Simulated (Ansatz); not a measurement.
Mulliken charges of GeH3NS (`[NH2][Ge][SH]`) from ωB97M-V/def2-TZVPP in Ansatz (PBE0-D4/def2-TZVP geometry).

```csv
atom,x (Å),y (Å),z (Å),charge (e)
N1,-0.872,0.221,-0.866,-0.381
Ge2,0.222,-1.062,-0.187,0.340
S3,1.168,0.279,1.359,-0.333
H4,-0.938,1.180,-0.562,0.134
H5,-1.499,0.012,-1.626,0.124
H6,1.962,-0.693,1.836,0.116
```

**Question.** By hand: the dipole of these point charges (1 e Å = 4.8032 D).

**Answer.** Σ q r = (-0.065, -0.459, -0.250) e Å, of length 0.527 e Å = 2.53 D.

**Question.** How does the dipole of the full density compare? (Best estimate.)

**Answer.** The calculation gave: (-0.201, -0.077, -0.247) e Å, 1.57 D; the point charges give 1.61 times that, at 50° from its direction.

Point charges leave out the atoms' own dipoles, such as those of lone pairs, and Mulliken's split depends on the basis, so the two needn't agree.
